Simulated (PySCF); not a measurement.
`NCC(CN)C(F)F`, C₄H₁₀F₂N₂

Molfile (atoms numbered from 1):
```
C4H10F2N2
     RDKit          3D

 18 17  0  0  0  0  0  0  0  0999 V2000
    2.2785   -0.0490   -0.5609 N   0  0  0  0  0  0  0  0  0  0  0  0
    1.1451    0.4567    0.2005 C   0  0  0  0  0  0  0  0  0  0  0  0
   -0.1340   -0.2728   -0.2232 C   0  0  0  0  0  0  0  0  0  0  0  0
   -1.3769    0.3555    0.4194 C   0  0  0  0  0  0  0  0  0  0  0  0
   -1.5370    1.7213   -0.0535 N   0  0  0  0  0  0  0  0  0  0  0  0
   -0.0214   -1.7495    0.1356 C   0  0  0  0  0  0  0  0  0  0  0  0
   -0.1301   -1.9479    1.4730 F   0  0  0  0  0  0  0  0  0  0  0  0
   -1.0293   -2.4681   -0.4266 F   0  0  0  0  0  0  0  0  0  0  0  0
    3.1431    0.3398   -0.2026 H   0  0  0  0  0  0  0  0  0  0  0  0
    2.1978    0.2295   -1.5337 H   0  0  0  0  0  0  0  0  0  0  0  0
    0.9681    1.5347    0.0786 H   0  0  0  0  0  0  0  0  0  0  0  0
    1.3334    0.2575    1.2585 H   0  0  0  0  0  0  0  0  0  0  0  0
   -0.2287   -0.2230   -1.3135 H   0  0  0  0  0  0  0  0  0  0  0  0
   -2.2458   -0.2873    0.2044 H   0  0  0  0  0  0  0  0  0  0  0  0
   -1.2388    0.3886    1.5030 H   0  0  0  0  0  0  0  0  0  0  0  0
   -1.7742    1.7252   -1.0405 H   0  0  0  0  0  0  0  0  0  0  0  0
   -2.2920    2.1776    0.4452 H   0  0  0  0  0  0  0  0  0  0  0  0
    0.9335   -2.1824   -0.1952 H   0  0  0  0  0  0  0  0  0  0  0  0
  1  2  1  0
  2  3  1  0
  3  4  1  0
  4  5  1  0
  3  6  1  0
  6  7  1  0
  6  8  1  0
  1  9  1  0
  1 10  1  0
  2 11  1  0
  2 12  1  0
  3 13  1  0
  4 14  1  0
  4 15  1  0
  5 16  1  0
  5 17  1  0
  6 18  1  0
M  END
```

Method: GIAO CAM-B3LYP/cc-pVDZ magnetisability, rotational g tensor and spin-rotation constants, non-relativistic, gas phase (PySCF 2.14.0). Geometry: GFN2-xTB.

(1) Give the nuclear spin-rotation constants along the inertial axes (H = +C I·J) beside the isotropic shieldings.

Results:

(1) Rotational constants 1.9982, 1.6652, 1.1289 GHz. A star marks the isotopologue with that one atom substituted, in its own axes.
| atom | isotope | Caa (kHz) | Cbb (kHz) | Ccc (kHz) | mean (kHz) | σ (ppm) |
| --- | --- | --- | --- | --- | --- | --- |
| N1 | 14N | 0.097 | 0.056 | 0.027 | 0.060 | 245.7 |
| N5 | 14N | 0.075 | 0.071 | 0.031 | 0.059 | 244.4 |
| F7 | 19F | 1.745 | 0.950 | 0.759 | 1.151 | 348.6 |
| F8 | 19F | 2.021 | 1.714 | 0.222 | 1.319 | 341.6 |
| H9 | 1H | -0.207 | -0.050 | -0.110 | -0.122 | 31.3 |
| H10 | 1H | -0.221 | -0.209 | -0.011 | -0.147 | 32.1 |
| H11 | 1H | 0.096 | -0.166 | -0.104 | -0.058 | 27.8 |
| H12 | 1H | -0.195 | -0.180 | 0.032 | -0.115 | 29.4 |
| H13 | 1H | -0.228 | -0.205 | 0.036 | -0.132 | 30.7 |
| H14 | 1H | -0.130 | -0.019 | -0.088 | -0.079 | 28.3 |
| H15 | 1H | -0.236 | -0.169 | 0.050 | -0.118 | 29.3 |
| H16 | 1H | -0.249 | -0.211 | 0.005 | -0.151 | 32.1 |
| H17 | 1H | -0.208 | -0.044 | -0.112 | -0.122 | 31.2 |
| H18 | 1H | -0.136 | 0.085 | -0.098 | -0.050 | 25.1 |
| C2 | 13C* | 0.352 | 0.247 | 0.179 | 0.260 | 155.6 |
| C3 | 13C* | 0.364 | 0.309 | 0.204 | 0.292 | 142.2 |
| C6 | 13C* | 0.552 | 0.475 | 0.287 | 0.438 | 81.2 |

For the geometry as given, no vibrational averaging.
